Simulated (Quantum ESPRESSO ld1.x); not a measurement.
The numbers below are computed, except where a source is named.
Problem. Ga+, 30 electrons, occupied as [Ar] 3d10 4s2 (the NIST ground configuration). Code: ld1.x of Quantum ESPRESSO 7.5. Model: Dirac Kohn-Sham, LDA (Slater exchange, VWN5 correlation), spin-unpolarised, spherical densities, point nucleus; speed of light set to 102.777 atomic units (0.75 times the physical value, a model run).

Spin-orbit splittings of the eigenvalues, e(l+1/2) - e(l-1/2), with zeta = 2 splitting/(2l+1) and mean radii in bohr:

shell  occ.  splitting (eV)  zeta (eV)  <r> j=l-1/2  <r> j=l+1/2
2p        6           50.23      33.49       0.1854       0.1917
3p        6           6.662      4.441       0.6631       0.6827
3d       10          0.8178     0.3271       0.8051       0.8164
4p        0               ?          ?        2.758        2.829

Estimate the 4p splitting.

Solution. 0.3275 eV (zeta = 0.2183 eV).
